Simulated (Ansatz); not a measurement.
Compare A (`C1CCCCCC1`) with its isomer B (`C[C@@H]1CC[C@@H](C)C1`).

Calculated with Ansatz (gas phase, PBE0-D4/def2-TZVP geometries, no zero-point term in ΔE). CBS: MP2 limit from def2 TZ/QZ plus the TZ coupled-cluster correction, frozen cores. Functionals use def2-TZVPP. B3LYP here is the variant with VWN-RPA as its local correlation; programs differ in this.

**Question.** Which is lower in electronic energy at CCSD(T)/CBS, and by how much? (Estimate.)

**Answer.** Computed: B, by 11.6 kJ/mol.

**Question.** Give E(B) − E(A) in kJ/mol with B3LYP-D4, PBE0-D4, r2SCAN-D4, CCSD(T)/def2-TZVPP, HF/def2-TZVPP, LDA (SPW92), BLYP-D4. (Estimate.)

**Answer.** Ansatz gave: B3LYP-D4 -8.5, PBE0-D4 -10.6, r2SCAN-D4 -12.0, CCSD(T)/def2-TZVPP -12.9, HF/def2-TZVPP -14.5, LDA (SPW92) -7.1, BLYP-D4 -8.4. None reverses the order clearly.

Largest T1 diagnostic: 0.009.

The D4 term adds +3.9 kJ/mol with B3LYP and +2.2 kJ/mol with PBE0; it sums over pairs of atoms, weighted by their polarisabilities, and B3LYP, whose exchange is more repulsive, gets the larger term. Leaving LDA and LC-ωPBE aside and taking each functional with its dispersion term where it has one, the values, not all of them listed here, spread over 5.1 kJ/mol, from PBE-QIDH to BHLYP-D4. LDA lies +6.2 kJ/mol from PBE without D4.
